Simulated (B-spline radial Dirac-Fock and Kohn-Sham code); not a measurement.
## EELS cross sections of the Zr N2 (4p1/2) edge

System: atomic zirconium, [Kr] 4d2 5s2. Model: the first Born approximation with generalised oscillator strengths from a Dirac-Hartree-Slater potential (longitudinal and transverse terms; continuum final states only, so no white lines or fine structure). Program: a B-spline atomic structure program. The edge is taken at 37.96 eV (orbital energy of the model).

Partial cross sections σ(β, Δ) in barn, integrated over a window Δ above the edge and up to the collection semi-angle β, for parallel illumination:

```
E₀ (kV)  β (mrad)  Δ = 25 eV  Δ = 50 eV  Δ = 100 eV  Δ = 200 eV  Δ = 300 eV
     60        10      58100      65600       68900       71100       71900
     60        20          ?          ?           ?           ?           ?
     60        50      91700     119000      135000      144000      147000
    100         5      33800      37600       39400       40800       41200
    100        10      46300      53100       55800       57700       58400
    100        50      63300      81700       93300      101000      104000
    120        10      43000      49600       52300       54100       54800
    120        50      55900      72200       82400       89400       92100
    120       100      56000      72200       82500       89700       92700
    200         5      26900      30300       31900       33100       33500
    200        10      35800      42400       45000       46600       47200
    300         5      24900      28400       29900       31000       31400
    300        10      31700      38600       41400       43000       43500
    300        20      33900      43200       48900       52200       53100
```

Question: Give the row for 60 kV and 20 mrad.

Answer: 79700 b for 25 eV, 95400 b for 50 eV, 101000 b for 100 eV, 105000 b for 200 eV, 106000 b for 300 eV.

Values without a named source are computed, but for edge energies of neutral atoms, which are taken from tables.
